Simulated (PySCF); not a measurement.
CH7AlO2Si. Atoms are numbered in the order given.

```xyz
12

Al     0.2465    -0.1074     0.2024
O      1.5100    -0.7008     1.1812
H      2.0834    -1.4589     1.0415
O     -0.2036    -0.8341    -1.2636
C      0.0927    -1.8891    -2.1252
H      0.3730    -1.5107    -3.1254
H      0.9278    -2.5207    -1.7627
H     -0.7869    -2.5458    -2.2566
Si    -0.9428     1.8660     0.9621
H     -1.5420     1.6450     2.3148
H     -2.0468     2.2386     0.0266
H     -0.0201     3.0384     1.0716
```
Charge 0, spin multiplicity 1.

Geometry optimised at B3LYP-D3(BJ)/def2-SVP. One conformer was computed; it need not be the lowest.

Level of theory: TDA-PBE0/def2-SVPD run with PySCF 2.14.0.

Vertical excitations. Isolated molecule, no solvent.

Computed excitation energies, oscillator strengths and character:
```
state  energy (eV)  λ (nm)      f                                              main pairs
-----  -----------  ------  -----  ------------------------------------------------------
S1            6.21     200  0.005                        HOMO−2→LUMO 77 %, HOMO→LUMO 21 %
S2            6.40     194  0.038    HOMO→LUMO 48 %, HOMO−1→LUMO+1 30 %, HOMO−2→LUMO 17 %
S3            6.44     192  0.026                    HOMO−1→LUMO 62 %, HOMO−2→LUMO+1 34 %
S4            6.55     189  0.030                      HOMO−1→LUMO+1 66 %, HOMO→LUMO 24 %
S5            6.64     187  0.055  HOMO→LUMO+1 62 %, HOMO−1→LUMO 18 %, HOMO−2→LUMO+1 15 %
S6            6.80     182  0.253  HOMO−2→LUMO+1 47 %, HOMO→LUMO+1 32 %, HOMO−1→LUMO 16 %
S7            7.29     170  0.105                                        HOMO→LUMO+2 84 %
S8            7.40     167  0.015                                      HOMO−1→LUMO+2 96 %
S9            7.50     165  0.005                    HOMO−2→LUMO+2 74 %, HOMO−3→LUMO 18 %
S10           7.52     165  0.046                                      HOMO−3→LUMO+1 86 %
T1            5.02     247      0                                          HOMO→LUMO 92 %
T2            5.83     213      0                      HOMO−1→LUMO 80 %, HOMO→LUMO+1 12 %
T3            6.01     206      0                      HOMO→LUMO+1 68 %, HOMO−1→LUMO 16 %
T4            6.11     203      0                                        HOMO−2→LUMO 90 %
```
Triplets are in the Tamm–Dancoff approximation.
